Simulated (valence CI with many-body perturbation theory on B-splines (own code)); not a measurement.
## Sensitivity of CI+MBPT for Se⁺

Level of theory: configuration interaction combined with many-body perturbation theory (CI+MBPT): five valence electrons over a frozen Dirac-Fock core [Ar] 3d10, a basis of 6 s, 6 p, 5 d, 3 f, 1 g functions for each j, with the one-electron correlation potential Σ1 (screened to all orders), the two-electron term Σ2, the three-electron term Σ3, Breit, model QED; selected single and double excitations, second order for the rest, scaled by the run's own slope (own B-spline code, finite nucleus).

Against 10 measured levels this calculation errs by 247 cm⁻¹ on average and by 374 at most. These come from a selection out of the NIST Handbook of Basic Atomic Spectroscopic Data. Levels without a partner in it may be off by more. Among the levels kept, up to 2900 cm⁻¹ of a level comes from second order outside the variational space, and about a tenth of that is noise between levels of different J, which matters for small intervals.

The reference run has the lowest level 4s2.4p3 4S°_3/2 and an ionisation energy of 21.1141 eV. Its largest variational space holds 9999 state functions.

Names give the largest LS component (configuration and term), which can be under half, so a name can repeat, a term be missing and a line seem to break the LS rules; names also repeat where a configuration has a term twice.

| Level | Reference (cm⁻¹) | Shift (cm⁻¹) |
| --- | --- | --- |
| 4s2.4p3 2D°_3/2 | 13327 | +1.2 |
| 4s2.4p3 2D°_5/2 | 13928 | -0.2 |
| 4s2.4p3 2P°_1/2 | 23230 | +0.4 |
| 4s2.4p3 2P°_3/2 | 24072 | -2.8 |
| 4s.4p4 4P_5/2 | 83526 | +100 |
| 4s.4p4 4P_3/2 | 85224 | +96 |
| 4s.4p4 4P_1/2 | 86064 | +94 |
| 4s2.4p2.5s 4P_1/2 | 95042 | -33 |
| 4s2.4p2.5s 4P_3/2 | 96520 | -37 |
| 4s2.4p2.5s 4P_5/2 | 98416 | -41 |
| 4s2.4p2.5s 2P_1/2 | 98712 | -34 |
| 4s2.4p2.5s 2P_3/2 | 100053 | +1.3 |

The ionisation energy moves by -0.0019 eV.

Q: Which of these changes was made?
A. scale of Σ2 1 → 3
B. highest l in the core sums 6 → 5
C. QED terms on → off
D. screening of Σ1 on → off

A: C. QED terms on → off.
